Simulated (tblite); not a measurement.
Species: C5H8B (doublet state).
Bonds: B1–C2, C2–C3 (double), C3–C4, C4–C5, C5–C6, B1–C6. Hydrogens: H7 on C2; H8 on C3; H9, H10 on C4; H11, H12 on C5; H13, H14 on C6.
Bond orders are those of one Lewis drawing.

Computed with GFN2-xTB (tblite), gas phase: L-BFGS steps from a force-field or distance-geometry start until the largest atomic force falls under 0.01 eV/Å.

Step 10: E = -432.3561 eV
```
atom  x, y, z in Å  |  force x, y, z in eV/Å
B1      0.4093    1.6451   -0.3911    0.146  -0.116   0.011
C2      1.5987    0.8310   -0.0322    0.060  -0.008   0.060
C3      1.3941   -0.5162    0.0257    0.125  -0.203  -0.124
C4      0.0449   -1.1606   -0.0346    0.030   0.233  -0.055
C5     -1.0624   -0.2336    0.4781    0.126   0.072  -0.095
C6     -1.0478    1.1199   -0.2870   -0.239  -0.365  -0.020
H7      2.6339    1.1576   -0.0164   -0.100   0.067   0.186
H8      2.2335   -1.2094    0.0583   -0.082   0.148  -0.092
H9      0.0628   -2.0779    0.5583   -0.040  -0.034  -0.035
H10    -0.1642   -1.4452   -1.0822   -0.003   0.049   0.245
H11    -0.9067   -0.0524    1.5502   -0.041   0.005  -0.229
H12    -2.0260   -0.7339    0.3422    0.005   0.099   0.079
H13    -1.3406    0.9196   -1.3302   -0.206  -0.016   0.164
H14    -1.8300    1.7555    0.1387    0.219   0.070  -0.095
```

Step 11: E = -432.3750 eV
```
atom  x, y, z in Å  |  force x, y, z in eV/Å
B1      0.4116    1.6057   -0.4071    0.154   0.129  -0.023
C2      1.6039    0.8356   -0.0249    0.103  -0.054   0.161
C3      1.3967   -0.5171    0.0304    0.148  -0.226  -0.195
C4      0.0446   -1.1569   -0.0353    0.055   0.205  -0.049
C5     -1.0619   -0.2285    0.4775    0.105   0.013  -0.080
C6     -1.0516    1.1206   -0.2985   -0.276  -0.490   0.024
H7      2.6348    1.1692    0.0176   -0.092   0.047   0.122
H8      2.2403   -1.2047    0.0329   -0.107   0.105  -0.041
H9      0.0639   -2.0740    0.5581   -0.058  -0.041  -0.028
H10    -0.1719   -1.4438   -1.0812    0.030   0.057   0.241
H11    -0.9071   -0.0534    1.5502   -0.011   0.075  -0.230
H12    -2.0261   -0.7275    0.3484   -0.016   0.069   0.045
H13    -1.3628    0.9085   -1.3338   -0.238   0.030   0.183
H14    -1.8152    1.7656    0.1435    0.203   0.082  -0.131
```

Step 12: E = -432.3917 eV
```
atom  x, y, z in Å  |  force x, y, z in eV/Å
B1      0.4143    1.5707   -0.4185    0.077   0.293  -0.063
C2      1.6103    0.8375   -0.0175    0.068  -0.078   0.226
C3      1.4014   -0.5199    0.0308    0.109  -0.131  -0.206
C4      0.0459   -1.1517   -0.0355    0.064   0.081  -0.015
C5     -1.0603   -0.2243    0.4748    0.033  -0.068  -0.034
C6     -1.0573    1.1145   -0.3095   -0.162  -0.394   0.054
H7      2.6337    1.1814    0.0507   -0.031   0.029   0.066
H8      2.2465   -1.1988    0.0100   -0.055  -0.010  -0.006
H9      0.0634   -2.0705    0.5565   -0.059  -0.031  -0.012
H10    -0.1788   -1.4416   -1.0760    0.050   0.047   0.141
H11    -0.9079   -0.0528    1.5456    0.035   0.148  -0.147
H12    -2.0262   -0.7201    0.3553   -0.038  -0.001   0.004
H13    -1.3885    0.8981   -1.3345   -0.258   0.046   0.129
H14    -1.7970    1.7769    0.1455    0.166   0.069  -0.136
```

**Question.** Estimate the geometry and energy of step 13. (The exact step hangs on the optimiser's Hessian estimate; all steps are aligned on step 12, rigid shifts and turns removed.)

**Answer.** E = -432.4039 eV, largest force 0.312 eV/Å
```
atom  x, y, z in Å  |  force x, y, z in eV/Å
B1      0.4162    1.5522   -0.4257    0.017   0.305  -0.065
C2      1.6152    0.8368   -0.0091   -0.045  -0.060   0.208
C3      1.4061   -0.5228    0.0269    0.039   0.015  -0.161
C4      0.0482   -1.1474   -0.0353    0.051  -0.054   0.024
C5     -1.0589   -0.2232    0.4721   -0.036  -0.119   0.016
C6     -1.0623    1.1046   -0.3158    0.011  -0.160   0.031
H7      2.6323    1.1899    0.0735    0.026   0.015   0.042
H8      2.2500   -1.1955   -0.0047    0.028  -0.123   0.005
H9      0.0617   -2.0683    0.5545   -0.039  -0.020   0.007
H10    -0.1823   -1.4393   -1.0696    0.049   0.021   0.004
H11    -0.9078   -0.0496    1.5393    0.070   0.183  -0.036
H12    -2.0267   -0.7151    0.3603   -0.048  -0.075  -0.020
H13    -1.4107    0.8920   -1.3324   -0.252   0.029   0.052
H14    -1.7817    1.7854    0.1439    0.129   0.042  -0.106
```

The energy changes by -0.0122 eV. The first-order estimate −F·Δx gives -0.0171 eV and the mean of the old and new forces, exact on a quadratic surface, -0.0122 eV. The step makes an angle of 65° with the force vector and moves no atom by more than 0.024 Å.

What follows is the cost of the whole relaxation. Time: 0.22 s of wall time. Hardware: an Arm Neoverse V1 with one thread, no GPU, on a shared host.
